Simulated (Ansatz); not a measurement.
```xyz
2

Be   -0.0475   -0.0031   -0.2564
H    -0.0442    0.0199    1.0991
```

Basis set: aug-cc-pVDZ (spherical functions). All electrons are correlated. Charge 0, multiplicity 2.

Computed with Ansatz (development build ahead of 0.2.0); each method stands on the lowest determinant of its kind that the runs found.

Task: Give the atomization energy at this shape (free ground-state atoms in the same class of orbitals less the molecule, no zero-point energy) of doublet BeH by UHF-MP2, UHF.

Result:

| method | atomization energy |
| --- | --- |
| UHF-MP2 | 2.31 eV |
| UHF | 2.14 eV |

Caution for UHF: a free atom is spin contaminated.
